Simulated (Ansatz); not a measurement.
Born–Oppenheimer molecular dynamics of BF₂HO (5 atoms, charge 0, multiplicity 1). It starts from a relaxed structure.

These are results of RKS CAM-B3LYP/cc-pVDZ (Ansatz 0.2.0), not measurements.

| Quantity | Value |
| --- | --- |
| ensemble | NVT, Langevin thermostat |
| time step | 0.5 fs |
| steps asked | 100 |
| set temperature | 1000 K |
| friction | 0.05 /fs |
| seed | 306360 |

First frame:

```xyz
5
Properties=species:S:1:pos:R:3
B -0.011 -0.028 0.029
O 0.001 -0.114 1.370
H -0.887 -0.173 1.744
F 1.133 0.059 -0.632
F -1.146 -0.025 -0.674
```

Question: How far do the bonds stretch over the last three quarters of this one trajectory? (Pairs bonded in most of those frames.)

Answer: 
```tsv
bond	mean (Å)	spread (Å)	shortest	longest
B1–O2	1.377	0.056	1.30	1.47
B1–F4	1.344	0.057	1.26	1.43
B1–F5	1.344	0.049	1.27	1.42
O2–H3	0.985	0.062	0.86	1.09
```

Mean temperature of the second half: 1323 K. The mean temperature of the second half is 32 % above the set value. A run of 0.05 ps of so small a system gives no equilibrium averages.

Run time: 74 s on 1 thread of Intel(R) Xeon(R) 6975P-C (Granite Rapids), with other jobs on the host, peak memory 0.13 GiB.
